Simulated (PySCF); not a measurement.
O (oxygen, neutral) across methods

[He] 2s2 2p3 3s1, high-spin 5S determinant (an excited configuration). All numbers are calculated (PySCF 2.14, the spin-free X2C one-electron Hamiltonian (Gaussian nucleus), in aug-cc-pCVTZ-DK with one added diffuse shell each of s, p, d, f type (8s7p5d3f, 75 functions)).

```
   method  E (hartree)  mean ε 2s β (eV)  mean ε 2p α (eV)  mean ε 3s α (eV)  Σ⟨r²⟩ (bohr²)   ⟨S²⟩
    TPSSh     -74.8017           -30.085           -21.123            -2.767          34.24  6.002
  wB97X-V     -74.7723           -34.237           -24.867            -4.347          34.74  6.002
     PBE0     -74.7296           -31.073           -22.416            -3.126          34.01  6.002
    B97-3     -74.7728           -31.552           -22.534            -3.091          34.29  6.003
CAM-B3LYP     -74.7741           -32.967           -23.823            -3.792          33.84  6.002
      LDA     -74.2332           -29.024           -19.871            -2.695          33.43  6.001
      UHF    -74.58042           -35.302           -29.784            -4.277          35.64  6.004
   r2SCAN     -74.7691           -29.263           -20.798            -2.686          34.19  6.003
      PBE     -74.7164           -29.073           -19.783            -2.641          33.66  6.001
```

The outer electron is Rydberg-like, and this basis confines it to a smaller radius and binds it less than a complete one would.
